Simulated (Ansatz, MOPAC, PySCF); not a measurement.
Species: AlOBr, net charge 0, singlet state. SMILES: [O]=[Al][Br]
Coordinates optimised at B3LYP-D3(BJ)/def2-TZVP (Ansatz, an electronic-structure program):
```
Al
O 1 1.5972
Br 1 2.2226 2 180.00
```

Wanted: vertical electron affinity to the doublet, in eV. Set-up: PM7 with its own dispersion and hydrogen-bond terms; LANL2DZ with its own core potentials from Na on; non-relativistic; open shells spin-unrestricted; valence correlation only (noble-gas shells and the d and f shells of earlier blocks); each state is the SCF solution reached for its charge and spin; dispersion terms only where a functional's name holds one; no spin-orbit coupling; 6-31G* and kin with 6d, 5d where marked. First-principles rows: single points at B3LYP-D3(BJ) geometries (Ansatz). Semi-empirical rows: differences of heats of formation at the shared geometry for vertical values. A UHF reference is markedly spin-contaminated in at least one set, which strains HF and MP2.

```json
[
 {"level": "PM3", "program": "MOPAC", "vertical electron affinity to the doublet (eV)": "3.16"},
 {"level": "PM6", "program": "MOPAC", "vertical electron affinity to the doublet (eV)": "0.54"},
 {"level": "PM7", "program": "MOPAC", "vertical electron affinity to the doublet (eV)": "1.43"},
 {"level": "MNDO", "program": "MOPAC", "vertical electron affinity to the doublet (eV)": "2.12"},
 {"level": "PBE/6-31G*", "program": "Ansatz", "vertical electron affinity to the doublet (eV)": "0.81"},
 {"level": "PBE/6-31G* with LANL2DZ past Ar", "program": "Ansatz", "vertical electron affinity to the doublet (eV)": "0.79"},
 {"level": "B3LYP/STO-3G", "program": "Ansatz", "vertical electron affinity to the doublet (eV)": "-5.87"},
 {"level": "B3LYP/3-21G", "program": "Ansatz", "vertical electron affinity to the doublet (eV)": "0.62"},
 {"level": "B3LYP/6-31G*", "program": "Ansatz", "vertical electron affinity to the doublet (eV)": "0.82"},
 {"level": "B3LYP/6-31G* with LANL2DZ past Ar", "program": "Ansatz", "vertical electron affinity to the doublet (eV)": "0.80"},
 {"level": "M06-2X/6-31G* with LANL2DZ past Ar (5d)", "program": "PySCF", "vertical electron affinity to the doublet (eV)": "0.88"},
 {"level": "MP2/6-31G*", "program": "Ansatz", "vertical electron affinity to the doublet (eV)": "0.29"},
 {"level": "MP2/6-31G* with LANL2DZ past Ar", "program": "Ansatz", "vertical electron affinity to the doublet (eV)": "0.10"},
 {"level": "PBE0/def2-TZVPD", "program": "Ansatz", "vertical electron affinity to the doublet (eV)": "1.09"}
]
```

No value to compare with is used here. The 13 habitual levels span -5.87 (B3LYP/STO-3G) to 3.16 eV (PM3); PBE0/def2-TZVPD gives 1.09.

The levels are drawn from those run, B3LYP/6-31G* more often than the rest, none by its result; left out are runs that failed, that the program found above a lower state of the same kind, or whose <S^2> lies over 0.5 above the pure value.
